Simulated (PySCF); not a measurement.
# Induced dipoles and field energies

Compound: C₃H₈O₂Si.
Cartesian coordinates in Å at the GFN2-xTB level; atoms count from 1:
```
atom  x, y, z in Å
Si1    1.9094    0.9739   -0.1255
O2     1.3202   -0.5500   -0.2327
C3     0.1259   -0.9234    0.3060
C4    -1.0933   -0.8273   -0.6268
C5    -1.6129    0.1828    0.3967
O6    -0.4275    0.0457    1.1883
H7     0.9916    1.9480   -0.7265
H8     3.0975    0.7647   -0.9398
H9     2.1880    1.3497    1.2566
H10    0.2596   -1.8929    0.8081
H11   -1.6731   -1.7383   -0.7398
H12   -0.8449   -0.4103   -1.5985
H13   -1.7436    1.2068    0.0398
H14   -2.4975   -0.1300    0.9570
```

Level: PBE0/def2-SVPD (PySCF); nuclei fixed, core orbitals frozen in the response. Permanent dipole (-1.694, -0.242, -0.834) D (1 au = 2.5417 D). Static polarisability (au):

```
x   74.36  3.16 -1.40
y    3.16 64.15  0.33
z   -1.40  0.33 60.52
```

Only the terms in μ and α are kept: μ(F) = μ + αF and ΔE = −μ·F − ½ F·αF.

(1) A field of 0.01 au (0.514 V/Å) is applied along each axis in both senses. Find the induced dipole, the size of the total dipole and the two energy terms.

(2) For the field (-0.0020, -0.0020, -0.0050) au, what is the induced dipole, and what angle does it make with the field?

(3) Which field along μ doubles the dipole in that direction (linear response)?

(4) What field makes μF equal to kT at 298 K?

(5) A unit point charge sits 6 Å away. Estimate the induction energy −αe²/2R⁴ with the mean polarisability, treating the molecule as a point.

## Answers

(1) 
```
field along  induced x (D)  induced y (D)  induced z (D)  total size (D)  −μ·F (kJ/mol)  −½F·αF (kJ/mol)
         +x          1.890          0.080         -0.036           0.906        +17.498           -9.762
         −x         -1.890         -0.080          0.036           3.686        -17.498           -9.762
         +y          0.080          1.631          0.008           2.283         +2.500           -8.421
         −y         -0.080         -1.631         -0.008           2.714         -2.500           -8.421
         +z         -0.036          0.008          1.538           1.882         +8.615           -7.945
         −z          0.036         -0.008         -1.538           2.905         -8.615           -7.945
```

(2) αF = (-0.376, -0.346, -0.764) D, at 4.5° to the field. The polarisability along this direction, F·αF/F², is 62.76 au, against a mean of 66.35 au.

(3) The polarisability along the dipole is 71.20 au, so F = 0.7489 au / 71.20 au = 0.0105 au = 0.54 V/Å; higher-order terms are ignored.

(4) kT = 0.9437 × 10⁻³ Eh, so F = 0.00126 au = 6.48 MV/cm.

(5) R = 11.34 bohr, so the energy is −66.3/(2 × 11.34⁴) Eh = -5.27 kJ/mol. The charge–dipole term at its most favourable orientation, −μe/R², is -15.3 kJ/mol.

Geometry: GFN2-xTB, one conformer, isolated molecule.
